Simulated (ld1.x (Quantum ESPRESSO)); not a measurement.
## Ranking TM potentials for fluorine (F)

All share these settings but for the change named:

- Element: F
- Generator: ld1.x (Quantum ESPRESSO) 7.5
- Type: norm-conserving Troullier–Martins (Kleinman–Bylander form)
- Functional: PBE
- Relativity: scalar-relativistic
- Frozen core: [He]
- Valence charge: 7
- Reference configuration: 2s2 2p4.5 (charge +0.5)
- Partial waves: 2p (bound): rc 1.50 bohr; 2s (bound): rc 0.70 bohr
- Local potential: the s channel
- Core correction: none

Cutoff: the first of the cutoffs (Ry, on a coarse ladder) from which the occupation-weighted sum of valence levels, in a spherical-Bessel basis at the reference potential, stays within 10 and 1 mRy of its value at 400 Ry; the density cutoff is not measured.

The base gives 140 Ry.

Of 8 variants that were run, those that failed, showed a ghost or another fault, or gave nearly equal values are left out.

A variant can come out equal or close to the base.

Q: Rank these variants from softest to hardest (loose cutoff).
A. wave 2s (bound): rc 0.70 bohr becomes 2s (bound): rc 1.04 bohr
B. wave 2s (bound): rc 0.70 bohr becomes 2s (bound): rc 0.86 bohr
C. wave 2s (bound): rc 0.70 bohr becomes 2s (bound): rc 0.56 bohr
D. wave 2s (bound): rc 0.70 bohr becomes 2s (bound): rc 0.80 bohr
E. wave 2s (bound): rc 0.70 bohr becomes 2s (bound): rc 0.62 bohr

A: A (70 Ry), B (100 Ry), D (140 Ry), E (160 Ry), C (200 Ry).
